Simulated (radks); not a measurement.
Question: These are the eigenvalues of the occupied orbitals of an atom or ion with whole-number occupations (hartree). Calculated with a radial shooting solver on a logarithmic mesh with Libxc functionals: scalar-relativistic Kohn-Sham, LB94 model potential, spin-polarised, spherical densities, finite nucleus; Fermi nuclear charge, rms radius of each element as measured or else 0.836 A^(1/3) + 0.57 fm.

1s up: -935.8133
1s down: -935.8120
2s up: -138.4333
2s down: -138.4325
2p up: -124.3701
2p down: -124.3695
3s up: -25.74350
3s down: -25.74290
3p up: -21.10550
3p down: -21.10497
3d up: -13.76551
3d down: -13.76492
4s up: -3.69841
4s down: -3.69637
4p up: -2.35891
4p down: -2.35831
4d down: -0.49113
4d up: -0.48524
5s up: -0.33793

Which element is it, and in what charge state? The configuration may be excited. Open shells, if any, are filled with parallel spins first.

Answer: Z = 47, silver, charge 0: Ag in [Kr] 4d10 5s1. The list shows which subshells hold electrons but not how many an open one holds; the 1s level, -935.81 hartree, gives Z - s = 43.3 by -(Z - s)^2/2, which with screening and relativity narrows Z to a few neighbours, and the depths of the outer levels then fix element, charge and occupations together.
